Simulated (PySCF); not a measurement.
## ORD: `C[C@@H]1NC[C@@H]1[S@](C)=O`, C₅H₁₁NOS

Molfile (atoms numbered from 1):
```
C5H11NOS
     RDKit          3D

 19 19  0  0  0  0  0  0  0  0999 V2000
   -1.2228    1.4289    0.2672 C   0  0  0  0  0  0  0  0  0  0  0  0
   -1.0452    0.1110   -0.4745 C   0  0  2  0  0  0  0  0  0  0  0  0
   -1.9551   -0.9670   -0.0640 N   0  0  0  0  0  0  0  0  0  0  0  0
   -0.8849   -1.6611    0.6576 C   0  0  0  0  0  0  0  0  0  0  0  0
    0.1434   -0.7461   -0.0119 C   0  0  2  0  0  0  0  0  0  0  0  0
    1.3278    0.0471    1.1714 S   0  0  0  0  0  4  0  0  0  0  0  0
    2.3996    0.7686   -0.1510 C   0  0  0  0  0  0  0  0  0  0  0  0
    2.0917   -1.0583    1.7476 O   0  0  0  0  0  0  0  0  0  0  0  0
   -0.4370    2.1326    0.0043 H   0  0  0  0  0  0  0  0  0  0  0  0
   -2.1816    1.8702    0.0010 H   0  0  0  0  0  0  0  0  0  0  0  0
   -1.1981    1.2672    1.3426 H   0  0  0  0  0  0  0  0  0  0  0  0
   -1.0978    0.2825   -1.5562 H   0  0  0  0  0  0  0  0  0  0  0  0
   -2.7550   -0.6798    0.4879 H   0  0  0  0  0  0  0  0  0  0  0  0
   -0.8994   -1.5575    1.7481 H   0  0  0  0  0  0  0  0  0  0  0  0
   -0.8246   -2.7207    0.4042 H   0  0  0  0  0  0  0  0  0  0  0  0
    0.7106   -1.2244   -0.8065 H   0  0  0  0  0  0  0  0  0  0  0  0
    1.7943    1.4066   -0.7840 H   0  0  0  0  0  0  0  0  0  0  0  0
    3.1800    1.3486    0.3309 H   0  0  0  0  0  0  0  0  0  0  0  0
    2.8443   -0.0392   -0.7217 H   0  0  0  0  0  0  0  0  0  0  0  0
  1  2  1  0
  2  3  1  0
  3  4  1  0
  4  5  1  0
  5  6  1  0
  6  7  1  6
  6  8  2  0
  5  2  1  0
  1  9  1  0
  1 10  1  0
  1 11  1  0
  2 12  1  6
  3 13  1  0
  4 14  1  0
  4 15  1  0
  5 16  1  6
  7 17  1  0
  7 18  1  0
  7 19  1  0
M  END
```

Level of theory: TDDFT CAM-B3LYP/def2-SVPD circular dichroism and optical rotation, one conformer, gas phase in PySCF. Geometry: GFN2-xTB.

The molecule is flexible and this is one conformer; a measurement averages over conformers.

Stereocentres: C2 S, C5 S, S6 S.

**Question.** Give the optical rotatory dispersion at 633, 589.3, 546, 436, 405, 365, 355 nm.

**Answer.** [α] in deg dm⁻¹ (g/mL)⁻¹:
```
λ (nm)  origin-invariant length gauge  modified velocity gauge  length gauge (centre of mass)  isotropic polarisability (au)
   633                          +28.5                    +22.4                          +30.6                           91.7
 589.3                          +34.8                    +27.6                          +37.3                           92.0
   546                          +43.5                    +34.9                          +46.5                           92.4
   436                          +90.5                    +75.4                          +95.6                           94.1
   405                         +118.5                   +100.1                         +124.7                           94.9
   365                         +179.3                   +154.7                         +187.5                           96.3
   355                         +202.0                   +175.2                         +210.8                           96.8
```

**Question.** And for the mirror image at 589.3 nm?

**Answer.** -34.8 deg dm⁻¹ (g/mL)⁻¹ (origin-invariant length gauge): the same size and the opposite sign.

**Question.** What is the molar rotation [Φ] = [α]·M/100 of the geometry above at 589.3 nm?

**Answer.** With M = 133.21 g/mol, +46.4 deg cm² dmol⁻¹ (origin-invariant length gauge).

The first excitation lies at 5.85 eV (212 nm) with R = +10.2 × 10⁻⁴⁰ esu² cm² (velocity form).
